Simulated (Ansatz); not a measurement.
Reaction (ligand exchange at a Ge–F bond): `[F][Ge]([F])([Cl])[Cl]` + HI → `[F][Ge]([Cl])([Cl])[I]` + H–F

Isolated molecules relaxed with PBE0-D4/def2-TZVP in Ansatz; ΔE leaves out vibrations. CBS: MP2 limit from def2 TZ/QZ plus the TZ coupled-cluster correction, frozen cores. This one scheme is used for every species. DFT in def2-TZVPP. Elements past krypton have def2 core potentials. For Ge, I outer-core shells are correlated without core-valence functions, which leaves a few kJ/mol of doubt a bond. Scalar relativity is left out up to krypton.

```
   level  ΔE (eV)
 BLYP-D4    -0.22
BHLYP-D4    -0.21
  r2SCAN    -0.14
 LC-ωPBE    -0.09
```

Q: What does CCSD(T)/CBS give? (An estimate is asked.)

A: Ansatz gave: -0.27 eV. The listed levels differ from it by 0.05, 0.06, 0.13, 0.18 eV.

Q: What do rigid-rotor, harmonic-oscillator terms from PBE0-D4/def2-TZVP frequencies (298.15 K, 1 bar) make of the CCSD(T)/CBS value? (An estimate is asked.)

A: The calculation gave: ΔZPE = +0.06 eV, ΔH = -0.18 eV, ΔS = 5 J/(mol·K), ΔG = -0.20 eV.

Largest T1 diagnostic among the species: 0.011.

In def2-TZVPP, CCSD(T) changes the Hartree–Fock value by −0.15 eV (the triples alone add −0.03 eV) and MP2 by −0.28 eV. From r2SCAN to r2SCAN0 (25 % exact exchange), in def2-TZVPP and without D4, ΔE moves by −0.04 eV. The D4 term adds −0.11 eV with B3LYP and −0.06 eV with PBE0; it sums over pairs of atoms, weighted by their polarisabilities, and B3LYP, whose exchange is more repulsive, gets the larger term.

B3LYP here is the variant with VWN-RPA as its local correlation; programs differ in this.
